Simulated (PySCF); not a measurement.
Gas-phase reaction: 2 GeH₃Cl + GeCl₃ → 5 Cl + 3 GeH₂

Computed with PySCF and rigid-rotor harmonic-oscillator thermochemistry at 1 bar. † marks an energy on the PBE0/def2-TZVP geometry and frequencies; other levels use their own. MP2 and CCSD(T) freeze the core. 6-31G* has spherical d functions here. Open shells (unrestricted): GeCl₃ (multiplicity 2), Cl (multiplicity 2); the rest are closed-shell singlets. Spin-orbit splitting is ignored; it lowers the true energy and changes the entropy of Cl. B3LYP is the form with VWN-RPA correlation. Ge: all electrons, no relativistic terms. GeCl₃, GeH₂: computed as isolated molecules; such fragments, hydroxides, amides, oligomers or adducts are transient or little studied in the gas. MP2 isn't extrapolated to the basis-set limit. CCSD(T) isn't extrapolated to the basis-set limit.

| level | ΔH°(298 K), kJ |
|---|---|
| B3LYP/6-31G* | 1602 |
| BLYP/def2-TZVP† | 1615 |
| CCSD(T)/def2-SVP† | ? |
| HF/6-31G* | 1285 |
| M06-2X/def2-TZVP† | ? |
| MP2/def2-SVP† | 1696 |
| MP2/def2-TZVPP† | 1839 |
| PBE/def2-TZVP† | ? |
| PBE0/def2-QZVP† | ? |
| LDA/def2-TZVP† | 2059 |

Q: Some entries are withheld; supply them.

A: 
- CCSD(T)/def2-SVP†, ΔH°(298 K), kJ: 1584
- M06-2X/def2-TZVP†, ΔH°(298 K), kJ: 1796
- PBE/def2-TZVP†, ΔH°(298 K), kJ: 1782
- PBE0/def2-QZVP†, ΔH°(298 K), kJ: 1770
